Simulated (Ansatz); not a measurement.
Program: Ansatz. Geometries: PBE0-D4/def2-TZVP. ΔE: electronic, gas phase. CCSD(T)/CBS adds triple-zeta CCSD(T) − MP2 to the extrapolated MP2 energy (def2 sets, frozen cores). Each species was taken in one conformer, which may not be the lowest.

Reaction (isomerisation): `N=C([SiH3])CN` → `C=NCN[SiH3]`

`N=C([SiH3])CN`:

```xyz
13

N     0.716    0.549   -1.491
C     0.456    0.028   -0.364
Si    1.702   -1.213    0.337
C    -0.796    0.343    0.434
N    -1.730    1.150   -0.320
H    -0.046    1.197   -1.736
H     1.090   -2.571    0.353
H     2.021   -0.857    1.749
H     2.933   -1.213   -0.484
H    -1.217   -0.604    0.808
H    -0.483    0.896    1.327
H    -2.335    0.581   -0.895
H    -2.311    1.714    0.282
```

`C=NCN[SiH3]`:

Cartesian coordinates in Å:
```
C -0.033 1.053 1.956
N 0.498 0.014 1.487
C -0.320 -0.829 0.630
N 0.276 -1.048 -0.657
Si 0.221 0.139 -1.908
H 0.550 1.713 2.597
H -1.075 1.341 1.751
H -1.324 -0.399 0.483
H -0.442 -1.787 1.147
H 1.104 -1.624 -0.607
H 1.016 1.379 -1.668
H -1.200 0.550 -2.064
H 0.729 -0.501 -3.147
```

```json
{"level": "CCSD/def2-TZVPP", "ΔE (kcal/mol)": "-8.1"}
{"level": "MP2/CBS(def2)", "ΔE (kcal/mol)": "-8.0"}
```

What does CCSD(T)/CBS give? (An estimate is asked.)

Computed: -7.4 kcal/mol. The listed levels differ from it by -0.7, -0.6 kcal/mol.

Largest T1 diagnostic among the species: 0.012.

In def2-TZVPP, CCSD(T) changes the Hartree–Fock value by +3.2 kcal/mol (the triples alone add +0.5 kcal/mol) and MP2 by +2.6 kcal/mol.

CCSD(T)/CBS has its own doubt, a few kJ/mol and more with outer-core shells, so smaller differences from it don't rank the levels.
